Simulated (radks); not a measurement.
Values are calculated unless marked as measured or tabulated.
Question: The iron ion Fe3+, [Ar] 3d5. Code: a radial shooting solver on a logarithmic mesh with Libxc functionals. Model: non-relativistic Kohn-Sham, exchange-only PBE, spin-polarised, spherical densities, point nucleus. Every spin shell is full or empty, so the densities are truly spherical. Functionals are evaluated on that one density, not self-consistently. Rank these orbital-free kinetic functionals by their error against the exact value of the orbitals, and give that value: Thomas-Fermi, TF + vW, TF + vW/9, TF + vW/5, LC94, APBEK, revAPBEK, Perdew 92, Thakkar, Pearson, LKT, DePristo-Kress.

Answer: Exact: 1260.36 hartree. From best to worst, with 100 (|E| - |E exact|)/|E exact| (equal figures are ties): LC94 0.00, DePristo-Kress -0.08, APBEK +0.09, revAPBEK +0.36, Thakkar -0.39, Perdew 92 -0.74, TF + vW/9 -0.75, Pearson -1.31, TF + vW/5 +3.89, Thomas-Fermi -6.55, LKT +25.16, TF + vW +45.62.
